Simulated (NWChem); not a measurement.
arsenic trifluoride (AsF3); SMILES F[As](F)F

```xyz
4

F     -1.4566    -0.3932    -0.5050
As     0.0000     0.0000     0.3839
F      1.0688    -1.0648    -0.5050
F      0.3878     1.4580    -0.5050
```
Atoms are numbered in this order, from 1.

Results from NWChem. Pople sets run with spherical d functions. STO-3G and 3-21G are far too small for this property and stand as cheap habits. Geometry: optimised at PBE-D3(BJ)/def2-SVP. Field at 589 nm.

Q: Order these by “anisotropy (bohr³)”, lowest first: B3LYP/STO-3G; B3LYP/aug-cc-pVDZ; B3LYP/6-31G*.

A: B3LYP/aug-cc-pVDZ (4.1), B3LYP/6-31G* (4.7), B3LYP/STO-3G (8.0)
